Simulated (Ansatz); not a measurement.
Hg2TeF2, relaxed as a singlet with RKS PBE0-D4/def2-SVP in Ansatz, starting from the GFN1-xTB geometry. Force threshold 0.02 eV/Å.

In the def2 sets Hg, Te take a core potential; there is no spin–orbit coupling. The structure comes from a short search, and lower isomers may exist.

Start:

```
atom    x (Å)    y (Å)    z (Å)
 Hg1   0.7089   1.3940  -1.9078
 Hg2  -0.1721  -0.4612   0.9065
 Te3  -0.0436  -1.1350  -1.6963
  F4   0.4558   1.3671   0.3351
  F5  -0.9490  -1.1649   2.3625
```

```json
{"step": "1", "energy (eV)": "-21069.6757", "largest force component (eV/Å)": "5.317", "SCF passes": "20"}
{"step": "2", "energy (eV)": "-21070.5124", "largest force component (eV/Å)": "1.051", "SCF passes": "34"}
{"step": "3", "energy (eV)": "-21070.6324", "largest force component (eV/Å)": "0.701", "SCF passes": "30"}
{"step": "4", "energy (eV)": "-21070.7470", "largest force component (eV/Å)": "1.269", "SCF passes": "28"}
{"step": "5", "energy (eV)": "-21070.8237", "largest force component (eV/Å)": "1.141", "SCF passes": "27"}
{"step": "6", "energy (eV)": "-21070.9609", "largest force component (eV/Å)": "0.563", "SCF passes": "26"}
{"step": "7", "energy (eV)": "-21071.0092", "largest force component (eV/Å)": "0.441", "SCF passes": "25"}
{"step": "8", "energy (eV)": "-21071.0959", "largest force component (eV/Å)": "0.335", "SCF passes": "26"}
{"step": "9", "energy (eV)": "-21071.2208", "largest force component (eV/Å)": "0.427", "SCF passes": "25"}
{"step": "10", "energy (eV)": "-21071.3356", "largest force component (eV/Å)": "0.725", "SCF passes": "26"}
{"step": "11", "energy (eV)": "-21071.5054", "largest force component (eV/Å)": "0.490", "SCF passes": "26"}
{"step": "12", "energy (eV)": "-21071.6474", "largest force component (eV/Å)": "0.407", "SCF passes": "26"}
{"step": "13", "energy (eV)": "-21071.7638", "largest force component (eV/Å)": "0.333", "SCF passes": "25"}
{"step": "14", "energy (eV)": "-21071.8548", "largest force component (eV/Å)": "0.252", "SCF passes": "25"}
{"step": "15", "energy (eV)": "-21071.9222", "largest force component (eV/Å)": "0.167", "SCF passes": "25"}
{"step": "16", "energy (eV)": "-21071.9626", "largest force component (eV/Å)": "0.151", "SCF passes": "25"}
{"step": "17", "energy (eV)": "-21071.9913", "largest force component (eV/Å)": "0.043", "SCF passes": "25"}
{"step": "18", "energy (eV)": "-21071.9963", "largest force component (eV/Å)": "0.012", "SCF passes": "26"}
{"step": "19", "energy (eV)": "-21071.9967", "largest force component (eV/Å)": "0.024", "SCF passes": "26"}
{"step": "20", "energy (eV)": "-21071.9968", "largest force component (eV/Å)": "0.010", "SCF passes": "16"}
```

Force components are those of the run's own axes.

End:

Cartesian coordinates in Å:
```
Hg 0.6620 1.3737 -1.0716
Hg -0.6702 -1.5628 0.7643
Te -0.0448 -1.0527 -1.7155
F 1.1976 3.2020 -0.6033
F -1.1446 -1.9602 2.6260
```

Bonds lost: Hg2–F4 (atoms count from 1).

The force fell under the threshold at step 18, but the optimiser went on. No frequencies were taken in this run, so the end may be a saddle point.

It took 75 s on 4 threads of Arm Neoverse N1 on a shared host.
